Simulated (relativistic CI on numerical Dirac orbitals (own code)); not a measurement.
Inner-shell lines of Os52+

These numbers are calculated, not measured: Dirac-Coulomb-Breit CI, orbitals from a KLI potential per configuration, a model potential for QED, valence Slater integrals scaled by 0.85 (own radial code, finite nucleus).

Configuration list (outside the closed core 2s2 2p6 3s2 3p6): 1s2 3d6, 1s 3d6 4p. Levels of other configurations are missing.

The table holds the strongest lines. The upper levels have an inner-shell vacancy. Auger decay, open to those above the ionisation limit, is not computed, and radiative decays to configurations outside the model are missing too. Absolute energies can be off by a few tenths of a per cent, and at this charge the scaling can make term splittings too narrow, so close lines can change order. LS names give the leading component, which can be well under half, for lower levels too. Brackets number the levels in order of energy.

```
   λ (Å)                  Upper              Lower   A (s⁻¹)  gA (s⁻¹)
0.167077   1s 3d6 4p 3I°_7 [51]   1s2 3d6 3H_6 [7]  8.33e+14  1.25e+16
0.167066  1s 3d6 4p 3I°_7 [119]  1s2 3d6 1I_6 [21]  8.38e+14  1.26e+16
0.167065  1s 3d6 4p 3H°_6 [116]  1s2 3d6 3H_5 [20]  7.57e+14  9.84e+15
0.166766   1s 3d6 4p 3G°_5 [95]   1s2 3d6 3F_4 [1]  1.66e+15  1.82e+16
0.166766   1s 3d6 4p 3F°_4 [96]   1s2 3d6 3F_4 [1]  1.74e+15  1.56e+16
0.166766  1s 3d6 4p 3D°_3 [104]   1s2 3d6 3P_2 [2]  1.59e+15  1.11e+16
0.166757  1s 3d6 4p 3G°_5 [190]   1s2 3d6 3G_5 [8]  1.22e+15  1.34e+16
0.166756  1s 3d6 4p 3G°_4 [235]  1s2 3d6 3F_3 [15]  1.08e+15  9.72e+15
0.166755  1s 3d6 4p 3I°_7 [191]   1s2 3d6 3H_6 [7]  1.57e+15  2.35e+16
0.166755  1s 3d6 4p 5F°_5 [172]   1s2 3d6 5D_4 [5]  1.61e+15  1.77e+16
0.166755  1s 3d6 4p 3H°_6 [192]   1s2 3d6 3G_5 [8]  1.34e+15  1.74e+16
0.166754  1s 3d6 4p 3G°_3 [212]  1s2 3d6 3D_3 [10]  1.39e+15  9.72e+15
0.166754  1s 3d6 4p 3G°_3 [209]   1s2 3d6 3F_2 [9]  1.44e+15  1.00e+16
0.166753  1s 3d6 4p 3H°_5 [232]  1s2 3d6 1G_4 [12]  1.63e+15  1.79e+16
0.166752  1s 3d6 4p 3F°_4 [213]  1s2 3d6 3D_3 [10]  1.41e+15  1.27e+16
 0.16675  1s 3d6 4p 3H°_6 [193]   1s2 3d6 3H_6 [7]  1.18e+15  1.53e+16
0.166748  1s 3d6 4p 5F°_3 [268]  1s2 3d6 5D_2 [16]  1.58e+15  1.10e+16
0.166747  1s 3d6 4p 3F°_3 [246]  1s2 3d6 3F_3 [15]  1.53e+15  1.07e+16
0.166745  1s 3d6 4p 3H°_6 [294]  1s2 3d6 3H_5 [20]  1.36e+15  1.77e+16
0.166744  1s 3d6 4p 3G°_5 [283]  1s2 3d6 3H_4 [18]  9.60e+14  1.06e+16
0.166744  1s 3d6 4p 3G°_4 [295]  1s2 3d6 5D_3 [19]  1.10e+15  9.93e+15
0.166744  1s 3d6 4p 3G°_5 [347]  1s2 3d6 3F_4 [27]  1.69e+15  1.86e+16
0.166744  1s 3d6 4p 3G°_3 [284]  1s2 3d6 3H_4 [18]  1.34e+15  9.37e+15
0.166744  1s 3d6 4p 1K°_7 [302]  1s2 3d6 1I_6 [21]  1.58e+15  2.37e+16
0.166743  1s 3d6 4p 3G°_5 [298]  1s2 3d6 3H_5 [20]  1.09e+15  1.20e+16
0.166743  1s 3d6 4p 1G°_4 [326]  1s2 3d6 1G_4 [24]  1.47e+15  1.32e+16
0.166743  1s 3d6 4p 3D°_3 [296]  1s2 3d6 5D_3 [19]  1.48e+15  1.04e+16
0.166741  1s 3d6 4p 3G°_3 [344]  1s2 3d6 3F_2 [26]  1.37e+15  9.62e+15
0.166741  1s 3d6 4p 3H°_5 [330]  1s2 3d6 1G_4 [24]  1.41e+15  1.55e+16
0.166739  1s 3d6 4p 3F°_4 [349]  1s2 3d6 3F_4 [27]  1.51e+15  1.36e+16
0.166738  1s 3d6 4p 1F°_3 [360]  1s2 3d6 1D_2 [28]  1.55e+15  1.08e+16
0.166738  1s 3d6 4p 3H°_6 [312]  1s2 3d6 1I_6 [21]  9.75e+14  1.27e+16
0.166734  1s 3d6 4p 3G°_3 [374]  1s2 3d6 1G_4 [31]  1.34e+15  9.39e+15
0.166733  1s 3d6 4p 3H°_5 [375]  1s2 3d6 1G_4 [31]  1.27e+15  1.39e+16
 0.16673  1s 3d6 4p 3G°_4 [390]  1s2 3d6 3F_3 [33]  1.45e+15  1.31e+16
```
